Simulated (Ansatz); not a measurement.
Cost and result for the atomization energy of C₂H₇AlFN (12 atoms, 11 bonds).

| atom | x (Å) | y (Å) | z (Å) |
| --- | --- | --- | --- |
| C1 | -1.328 | 0.628 | 0.213 |
| N2 | 0.050 | 0.289 | -0.072 |
| Al3 | 0.645 | -1.625 | 0.166 |
| C4 | 0.865 | 1.172 | -0.461 |
| F5 | 2.249 | -1.397 | -0.289 |
| H6 | -1.975 | 0.021 | -0.424 |
| H7 | -1.545 | 0.366 | 1.251 |
| H8 | -1.530 | 1.688 | 0.046 |
| H9 | 0.393 | -1.848 | 1.726 |
| H10 | -0.274 | -2.381 | -0.897 |
| H11 | 1.891 | 0.875 | -0.664 |
| H12 | 0.559 | 2.211 | -0.595 |

Total charge 0; spin multiplicity 1. The bonds changed during the relaxation, so this is another structure than the one it started from. The geometry is a stationary point of PBE0-D4/def2-TZVP. It is one conformer, not always the lowest. Program: Ansatz. All runs use 4 threads of an Arm Neoverse V2 on a shared host. Times are those of one run each, without the atoms' runs, and a repeat can differ threefold. Electronic energies, without spin–orbit coupling; frozen cores. CCSD(T)/CBS adds CCSD(T) − MP2 in def2-TZVPP to the MP2 limit, and its time is that of the two runs behind it. T1 = 0.012. B3LYP takes the VWN-RPA correlation (the form of Gaussian; ORCA's B3LYP/G).

CCSD(T)/CBS is a level of theory with its own doubt, some kJ/mol a heavy atom from the limit and from the frozen cores, so smaller differences don't rank the functionals.

```csv
level,functions,wall time
PBE-D4/def2-TZVPP (with forces),264,2.5 s
PBE0-D4/def2-TZVPP,264,2.7 s
B3LYP-D4/def2-TZVPP (with forces),264,4.3 s
r2SCAN-D4/def2-TZVPP (with forces),264,4.6 s
B2PLYP/def2-TZVPP,264,5.5 s
ωB97X-V/def2-TZVPP,264,7.5 s
ωB97M-V/def2-TZVPP (with forces),264,11 s
MP2/def2-QZVPP,508,23 s
CCSD(T)/def2-TZVPP,264,2.7 min
CCSD(T)/CBS(def2),–,3 min
```

Question: What atomization energy does each give, and how far from CCSD(T)/CBS? (Best estimate.)

Answer: Computed: 
| level | atomization (kcal/mol) | difference from CCSD(T)/CBS | per bond |
| --- | --- | --- | --- |
| PBE-D4/def2-TZVPP (with forces) | 1064.5 | 12.5 | 1.1 |
| PBE0-D4/def2-TZVPP | 1045.3 | -6.7 | -0.6 |
| B3LYP-D4/def2-TZVPP (with forces) | 1052.1 | 0.1 | 0.0 |
| r2SCAN-D4/def2-TZVPP (with forces) | 1049.1 | -2.9 | -0.3 |
| B2PLYP/def2-TZVPP | 1040.7 | -11.3 | -1.0 |
| ωB97X-V/def2-TZVPP | 1052.3 | 0.3 | 0.0 |
| ωB97M-V/def2-TZVPP (with forces) | 1052.2 | 0.2 | 0.0 |
| MP2/def2-QZVPP | 1054.0 | 2.0 | 0.2 |
| CCSD(T)/def2-TZVPP | 1025.0 | -27.0 | -2.5 |
| CCSD(T)/CBS(def2) | 1052.0 | 0.0 | 0.0 |

From PBE to PBE0 (25 % exact exchange), in def2-TZVPP and without D4, the atomization energy moves by −18.3 kcal/mol: exact exchange takes away binding that semilocal exchange gives to molecules. In def2-TZVPP, CCSD(T) changes the Hartree–Fock value by +254.0 kcal/mol (the triples alone add +14.1 kcal/mol) and MP2 by +266.7 kcal/mol; breaking electron pairs costs correlation energy, which Hartree–Fock lacks. The D4 term adds +8.5 kcal/mol with B3LYP and +4.5 kcal/mol with PBE0; it sums over pairs of atoms, weighted by their polarisabilities, and B3LYP, whose exchange is more repulsive, gets the larger term.
